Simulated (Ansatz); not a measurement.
Consider the silylene formation by 1,1-elimination: `O[SiH2][Si](O)(F)F` → `O[SiH](F)F` + `O[SiH]`.

Gas-phase electronic energies from Ansatz, PBE0-D4/def2-TZVP geometries. CCSD(T)/CBS adds triple-zeta CCSD(T) − MP2 to the extrapolated MP2 energy (def2 sets, frozen cores). This one scheme is used for every species. One conformer a species, not always the lowest.

| species | CCSD(T)/def2-TZVPP energy (Eh) |
| --- | --- |
| `O[SiH2][Si](O)(F)F` | -930.50740 |
| `O[SiH](F)F` | -565.07299 |
| `O[SiH]` | -365.37547 |

Problem. Work out ΔE.

Solution. ΔE = (-565.07299) + (-365.37547) − (-930.50740) = 0.05894 Eh = +154.7 kJ/mol. CCSD(T)/CBS gives +162.1 kJ/mol.

Largest T1 diagnostic among the species: 0.016.

From PBE to PBE0 (25 % exact exchange), in def2-TZVPP and without D4, ΔE moves by +9.5 kJ/mol. The D4 term adds +15.1 kJ/mol with B3LYP and +8.4 kJ/mol with PBE0; it sums over pairs of atoms, weighted by their polarisabilities, and B3LYP, whose exchange is more repulsive, gets the larger term. In def2-TZVPP, CCSD(T) changes the Hartree–Fock value by +6.3 kJ/mol (the triples alone add +1.9 kJ/mol) and MP2 by +16.1 kJ/mol.

B3LYP here is the variant with VWN-RPA as its local correlation; programs differ in this.
